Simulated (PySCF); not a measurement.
## A small calculation by hand: entropy of an ideal gas

Te(F)4 cation (F4Te), SMILES F[Te](F)(F)F (connectivity only; charge and spin as stated), charge +1, multiplicity 2.

Coordinates come from a r2SCAN-D4/def2-SVP optimisation. The multiplicity is an assumed one; other spin states were not compared. The isomer is the one that the SMILES or the coordinates give; other isomers of the formula were not compared. The def2 effective core potentials stand for the cores of Te; spin–orbit coupling is left out.

r2SCAN-D4/def2-SVP in PySCF 2.14.0 gives the harmonic wavenumbers 117, 128, 199, 212, 230, 541, 563, 711, 719 cm⁻¹ and the rotational temperatures 0.1883, 0.1265, 0.1127 K. The molar mass is 203.59 g/mol, the symmetry number 2, the spin multiplicity 2.

Task: Work out the entropy at 298.15 K and 1 atm in the rigid-rotor, harmonic-oscillator model.

Result: 
Translation (Sackur–Tetrode at 1 atm): S = R[1.5 ln M + 2.5 ln T − 1.16487] = 175.0 J/(mol K).
Rotation: q = (√π/σ) T^1.5/√(θA θB θC) = 88100, S = R[ln q + 3/2] = 107.1 J/(mol K).
Vibration: with u = 1.4388 ν/T, each mode gives R[u/(e^u − 1) − ln(1 − e^−u)]:
```json
[
 {"ν (cm⁻¹)": "117", "modes": "1", "u": "0.56", "S (J/(mol K))": "13.18"},
 {"ν (cm⁻¹)": "128", "modes": "1", "u": "0.62", "S (J/(mol K))": "12.45"},
 {"ν (cm⁻¹)": "199", "modes": "1", "u": "0.96", "S (J/(mol K))": "8.96"},
 {"ν (cm⁻¹)": "212", "modes": "1", "u": "1.02", "S (J/(mol K))": "8.48"},
 {"ν (cm⁻¹)": "230", "modes": "1", "u": "1.11", "S (J/(mol K))": "7.86"},
 {"ν (cm⁻¹)": "541", "modes": "1", "u": "2.61", "S (J/(mol K))": "2.36"},
 {"ν (cm⁻¹)": "563", "modes": "1", "u": "2.72", "S (J/(mol K))": "2.17"},
 {"ν (cm⁻¹)": "711", "modes": "1", "u": "3.43", "S (J/(mol K))": "1.23"},
 {"ν (cm⁻¹)": "719", "modes": "1", "u": "3.47", "S (J/(mol K))": "1.19"}
]
```
These are all the modes. Sum 57.9 J/(mol K).
Spin: R ln 2 = 5.8 J/(mol K).
Total 345.8 J/(mol K); the program's own thermochemistry gives 345.8. Translation makes up 51 % and vibration 17 %. Anharmonicity, hindered rotation and orbital degeneracy are left out.
